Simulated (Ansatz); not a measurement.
`Cl[SiH]1CO[SiH2]O1`. Charge 0, multiplicity 1. The structure was optimised at the PBE0-D4/def2-TZVP level.

```xyz
11

Cl   -1.977    2.090   -0.567
Si   -0.157    1.154   -0.618
C     0.371    0.544    1.102
O     0.281   -0.884    1.074
Si   -0.030   -1.599   -0.380
O    -0.259   -0.298   -1.378
H     0.773    2.061   -1.319
H    -0.276    0.926    1.895
H     1.399    0.839    1.341
H     1.124   -2.399   -0.850
H    -1.250   -2.434   -0.301
```

Q: What is the dipole moment at B3LYP/def2-TZVPP? (An estimate is asked.)

A: Computed: 1.29 D, with components (1.18, 0.27, 0.45) D in this frame, pointing from negative to positive charge.

Q: And with PBE, r2SCAN, ωB97M-V? (Best estimate.)

A: The calculation gave: PBE 1.23 D, r2SCAN 1.27 D, ωB97M-V 1.28 D.

Q: Give the Mulliken charges with B3LYP, ωB97M-V, PBE in def2-TZVPP. (Best estimate.)

A: Ansatz gave: 
```csv
atom,B3LYP,ωB97M-V,PBE
Cl1,-0.24,-0.21,-0.22
Si2,0.58,0.50,0.48
C3,-0.10,-0.16,-0.10
O4,-0.38,-0.37,-0.31
Si5,0.61,0.53,0.52
O6,-0.43,-0.43,-0.35
H7,-0.07,-0.02,-0.06
H8,0.10,0.12,0.10
H9,0.10,0.12,0.09
H10,-0.08,-0.04,-0.08
H11,-0.08,-0.04,-0.07
```

B3LYP here is the variant with VWN-RPA as its local correlation; programs differ in this.
